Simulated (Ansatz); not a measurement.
Li₆N₂⁻, relaxed as a doublet with UKS PBE-D4/def2-TZVPD in Ansatz, starting from the GFN1-xTB geometry. Force threshold 0.02 eV/Å.

The highest occupied level of the charge -1 doublet lies above zero (up to 0.31 eV). It is a level of α spin, whose loss leaves a singlet; that state wasn't run at this geometry and level. The electron is either unbound and held by the finite basis, or the level is raised by self-interaction error. The relaxation made no stability test and no search for a lower SCF solution. Another isomer (doublet) lies 0.55 eV lower at r2SCAN-D4/def2-TZVPD; other spin states weren't run for this one.

Start:

```xyz
8

Li   -1.837   -0.729    2.222
Li   -0.023    1.009    1.885
Li   -1.928    0.847    0.239
Li   -1.431   -1.594   -0.129
Li    0.557    0.201   -0.650
Li    0.489   -1.434    1.503
N     1.761    0.686   -2.123
N     2.411    1.014   -2.947
```

(1) Estimate the energy that the relaxation releases and the steps that it takes.

(2) Does the start keep its bonding?

(3) Predict the relaxed structure.

## Answers

(1) 18.7 kcal/mol, in 11 steps; 25 s on 4 threads of Arm Neoverse V1 on a shared host. The force fell under the threshold at step 6, but the optimiser went on and released 0.037 eV more. No frequencies were taken in this run, so the end may be a saddle point.

(2) Bonds lost: Li2–Li3, Li3–Li4 (atoms count from 1). Metal–metal contacts that move far: Li2–Li6 2.53 to 3.23 Å, Li4–Li6 2.53 to 3.22 Å.

(3) 
| atom | x (Å) | y (Å) | z (Å) |
| --- | --- | --- | --- |
| Li1 | -1.7525 | -0.7048 | 2.1227 |
| Li2 | 0.2316 | 1.3912 | 2.0887 |
| Li3 | -2.2189 | 1.1949 | -0.0001 |
| Li4 | -1.5540 | -1.9241 | -0.4857 |
| Li5 | 0.4266 | 0.1700 | -0.5157 |
| Li6 | 0.8955 | -1.7271 | 1.6025 |
| N7 | 1.6395 | 0.6614 | -1.9869 |
| N8 | 2.3321 | 0.9385 | -2.8256 |
Bond lengths (bridged metal pairs left out): 8 × Li–Li 2.88 to 2.89 Å; 1 × Li–N 1.97 Å; 1 × N–N 1.12 Å.
